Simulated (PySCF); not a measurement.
Vertical excitation energies

Species: C4H10OSe.
Structure used (PBE0-D3(BJ)/def2-SVP), in Å, numbered top down from 1:
```
atom  x, y, z in Å
C1     3.1524    0.0807   -0.3926
C2     2.2549   -0.2701    0.7836
C3     0.8843   -0.7839    0.3849
Se4   -0.1647    0.7031   -0.3878
C5    -1.8888   -0.1082    0.0339
O6     0.0202    1.8918    0.7339
H7     3.3105   -0.7853   -1.0557
H8     4.1392    0.4240   -0.0487
H9     2.7235    0.8938   -1.0006
H10    2.0985    0.6189    1.4183
H11    2.7402   -1.0317    1.4169
H12    0.9239   -1.5926   -0.3640
H13    0.3135   -1.1290    1.2600
H14   -1.9642   -1.1049   -0.4240
H15   -1.9518   -0.1622    1.1295
H16   -2.6749    0.5520   -0.3550
```

Method: PySCF, TDDFT wB97X-D/def2-SVPD, vertical, gas phase, core orbitals frozen in the response. Relativistic effects, spin–orbit coupling among them, are left out although an element past zinc is present.

**Question.** Predict the UV-vis stick spectrum at this level.

**Answer.** 

| state | E (eV) | E (hartree) | f | main configurations (H = HOMO, L = LUMO) |
| --- | --- | --- | --- | --- |
| S1 | 5.40 | 0.1983 | 0.011 | H→L+1 (36%), H→L (23%), H→L+3 (20%) |
| S2 | 5.62 | 0.2066 | 0.058 | H→L (40%), H→L+1 (36%), H→L+4 (14%) |
| S3 | 6.05 | 0.2224 | 0.0035 | H-1→L+1 (35%), H-1→L (24%), H-1→L+3 (20%) |
| S4 | 6.38 | 0.2346 | 0.032 | H→L+2 (57%), H→L+6 (10%), H→L (10%) |
| S5 | 6.62 | 0.2431 | 0.0082 | H-1→L (25%), H-1→L+1 (24%), H→L+3 (18%) |
| S6 | 6.96 | 0.2557 | 0.069 | H→L+3 (52%), H→L+2 (18%) |
| S7 | 7.33 | 0.2694 | 0.011 | H-1→L+2 (50%), H-1→L (13%), H-1→L+3 (9%) |
| S8 | 7.41 | 0.2721 | 0.043 | H→L+5 (46%), H→L+6 (13%), H→L+4 (10%) |
| S9 | 7.43 | 0.2730 | 0.025 | H→L+4 (36%), H→L+6 (27%), H-1→L+2 (11%) |
| S10 | 7.59 | 0.2790 | 0.049 | H-1→L+3 (55%), H-1→L+2 (10%) |

Triplets, Tamm–Dancoff:

```csv
state,E (eV),λ (nm),"main configurations (H = HOMO, L = LUMO)"
T1,4.76,260.6,"H→L+1 (40%), H→L (17%), H→L+3 (17%)"
T2,4.96,249.7,"H→L (38%), H→L+1 (28%), H→L+4 (19%)"
T3,5.61,221.0,"H-1→L+1 (41%), H-1→L+3 (18%), H-1→L+5 (14%)"
T4,5.73,216.4,"H-1→L (38%), H-1→L+1 (21%), H-1→L+4 (16%)"
```

The lowest singlet lies at 5.40 eV (230 nm, ultraviolet) and is weak; its leading configuration is HOMO→LUMO+1 (36%). The most intense listed level is S6 at 6.96 eV (178 nm, f = 0.069), 1.56 eV above S1. Löwdin shares by element: HOMO oxygen 57%, selenium 26%, carbon 13% or more; LUMO selenium 63%, carbon 8% or more, oxygen 6%, hydrogen 5% or more (atoms not listed hold the other 18%). Orbital energies (eV): HOMO-3 -11.42, HOMO-2 -11.27, HOMO-1 -9.23, HOMO -8.47, LUMO 1.63, LUMO+1 1.77, LUMO+2 1.95. The listed states span 2.19 eV, and the widest gap between neighbours is 0.43 eV (S2 to S3). The oscillator strengths of these states sum to 0.310; summed over the whole spectrum of an exact calculation they would give the number of electrons, 76 (Thomas–Reiche–Kuhn). The vertical ionisation energy (ΔSCF) is 8.61 eV, 1.02 eV above S10. The window holds the lowest 10 singlets.

On an Arm Neoverse V1 with one thread, shared host, this took 2.4 min of wall time.

One conformer stands for the species.
